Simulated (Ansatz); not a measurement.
tin atom (Sn), triplet (core potentials on Sn).

Ansatz (an electronic-structure program) was given this input:
Ansatz 0.2 input:
```yaml
crystal:
  periodic: [false, false, false]
  atoms:
    - {symbol: Sn, position_ang: [0.00000000, 0.00000000, 0.00000000]}
basis:
  gaussian:
    orbitals: def2-TZVP
hamiltonian:
  xc: hf
magnetization: {spin_polarized: true, initial_magnetization: 2}
```

Problem. What does this run give for the <S^2>, number of basis functions, total energy?

Solution. 
```json
{
 "<S^2>": "2.012",
 "number_of_basis_functions": "50",
 "total_energy": "-213.3399 Eh"
}
```
